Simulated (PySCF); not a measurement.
A PySCF script (with the pyscf-properties extension) for the spin–spin couplings of `C#CBC#C`, C₄H₃B, on a GFN2-xTB geometry:

```python
import basis_set_exchange as bse
import numpy as np
from pyscf import gto, dft
from pyscf.data import nist
from pyscf.prop import ssc

atoms = """
C     2.062850   -1.003595    1.044159
C     1.256931   -0.198649    0.648315
B     0.248387    0.802810    0.155333
C    -1.193615    0.387516    0.053116
C    -2.351305    0.060876   -0.029958
H     2.768767   -1.704227    1.387849
H     0.578706    1.887126   -0.144133
H    -3.361665   -0.222445   -0.104411
"""
names = dict.fromkeys(["C", "B", "H"], "pcJ-1")
basis = {el: gto.basis.parse(bse.get_basis(n, elements=[el], fmt="nwchem")) for el, n in names.items()}
mol = gto.M(atom=atoms, basis=basis, charge=0, verbose=0)
mf = dft.RKS(mol, xc="B3LYP")
mf.grids.level = 2
mf.grids.alignment = dft.numint.BLKSIZE   # the property module wants whole blocks of grid points
mf.conv_tol = 1e-9
mf.kernel()

sc = ssc.RKS(mf)
sc.with_fcsd = True   # Fermi contact and spin-dipole together
sc.max_cycle_cphf = 60
g = {"B": 1.7924326, "C": 1.4048236, "H": 5.58569468}   # nuclear g factors of 11B, 13C, 1H
sc.nuc_pair = [(i, j) for i in range(mol.natm) for j in range(i + 1, mol.natm)
               if mol.atom_pure_symbol(i) in g and mol.atom_pure_symbol(j) in g]
K = sc.kernel()
unit = nist.HARTREE2J / nist.PLANCK * (0.5 * nist.E_MASS / nist.PROTON_MASS) ** 2
for (i, j), k in zip(sc.nuc_pair, K):
    a, b = mol.atom_pure_symbol(i), mol.atom_pure_symbol(j)
    J = unit * g[a] * g[b] * np.trace(k) / 3
    if abs(J) >= 1:
        print("%s%d %s%d %8.1f Hz" % (a, i, b, j, J))
```

**Question.** Give the expected output.

**Answer.** 
```
C0 C1    174.5 Hz
C0 B2     20.4 Hz
C0 C3      1.7 Hz
C0 C4      2.9 Hz
C0 H5    258.2 Hz
C0 H6      3.7 Hz
C1 B2     99.6 Hz
C1 C3      2.4 Hz
C1 C4      1.7 Hz
C1 H5     46.7 Hz
C1 H6      1.1 Hz
C1 H7     -1.6 Hz
B2 C3     99.6 Hz
B2 C4     20.4 Hz
B2 H5      3.2 Hz
B2 H6    145.1 Hz
B2 H7      3.2 Hz
C3 C4    174.4 Hz
C3 H5     -1.6 Hz
C3 H6      1.1 Hz
C3 H7     46.7 Hz
C4 H6      3.6 Hz
C4 H7    258.1 Hz
H5 H6     -2.2 Hz
H6 H7     -2.3 Hz
```

These numbers come from an equivalent density-fitted implementation of the same equations, which agrees with the script to about 0.1 Hz, so last digits may differ.

Size and cost of the density-fitted run: 165 basis functions, 11 s wall time on 1 thread of an Arm Neoverse V2, shared host; peak memory 0.7 GiB.
